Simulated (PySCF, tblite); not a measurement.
Isomers of C5H8FO2 (doublet state), one GFN2-xTB conformer each. Single-point energies are computed at B3LYP/pcH-1 (PySCF, gas phase, no added dispersion term), electronic only. GFN2-xTB treats the open shell by occupation alone, and not every SCF solution was tested for stability.

Task: Rank them by B3LYP/pcH-1 energy, lowest first (kcal/mol).
A. `[CH3:1][CH2:2][O:3][C@@H:4]1[O:5][CH:6][C@H:7]1[F:8]` (doublet state) with C1–C2–O3–C4 73°, C2–O3–C4–O5 -82°
B. `[CH3:1][CH2:2][O:3][C@H:4]1[O:5][CH2:6][C:7]1[F:8]` (doublet state) with C1–C2–O3–C4 179°, C2–O3–C4–O5 72°

Result: A (0.0), B (6.1).

GFN2-xTB itself gives, in the same order: 0.0, 6.1. Both levels put the same isomer lowest.

Task: What happens when harmonic zero-point energies from GFN2-xTB frequencies are added?

Result: 
```
                SMILES  ZPE (kcal/mol)  electronic (kcal/mol)  with ZPE (kcal/mol)
CCO[C@@H]1O[CH][C@H]1F            77.1                    0.0                  0.0
      CCO[C@H]1OC[C]1F            77.0                    6.1                  6.0
```

The zero-point energies span 0.1 kcal/mol. The order is unchanged.
